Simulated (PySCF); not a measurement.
The PySCF input:
```python
from pyscf import gto, scf, mcscf
import numpy

mol = gto.Mole()
mol.atom = '''
    Si    1.91917110   -0.42399430    0.46059650
    Cl    2.81325404    1.38023242    0.66806113
    C     0.28009251   -0.16573487   -0.42537246
    C    -0.85518234   -0.80782197   -0.15385459
    Si   -2.50172317   -0.54087242   -1.03644363
    C    -3.79001994    0.01097467    0.24578649
    H     1.71668275   -0.98176324    1.79598799
    H     2.81648709   -1.27213212   -0.32452155
    H     0.26558291    0.56895085   -1.22422540
    H    -0.84127103   -1.54164022    0.64516409
    H    -2.91902354   -1.81197888   -1.64587444
    H    -2.34232627    0.48379382   -2.07463610
    H    -3.50412953    0.94662511    0.71863544
    H    -3.90914310   -0.73072713    1.03085326
    H    -4.76179026    0.15854803   -0.21591957
'''
mol.basis = 'sto-3g'
mol.verbose = 3
mol.build()

mf = scf.RHF(mol)
mf.kernel()
mc = mcscf.CASSCF(mf, 5, 6)
mc.fix_spin_(ss=0.0)
mc.kernel()
occ = numpy.linalg.eigvalsh(mc.fcisolver.make_rdm1(mc.ci, mc.ncas, mc.nelecas))[::-1]
ss = mc.fcisolver.spin_square(mc.ci, mc.ncas, mc.nelecas)[0]
print('natural occupations', occ.round(4), ' <S^2>', round(ss, 4))
```

Task: What does this run give for the nuclear repulsion energy, SCF-reference HOMO energy, SCF-reference Mulliken (on the basis functions themselves) charges in atom order, total energy, natural occupations of the active orbitals?

Result: 
The nuclear repulsion energy is 385.6871 Eh and the SCF-reference HOMO energy is -8.62 eV. The SCF-reference Mulliken (on the basis functions themselves) charges in atom order comes out as Si1 0.83, Cl2 -0.40, C3 -0.25, C4 -0.24, Si5 0.76, C6 -0.36, H7 -0.13, H8 -0.13, H9 0.05, H10 0.04, H11 -0.16, H12 -0.16, H13 0.05, H14 0.05, H15 0.05 and the total energy is -31112.2100 eV. The natural occupations of the active orbitals is 2.00, 1.99, 1.88, 0.12, 0.01.
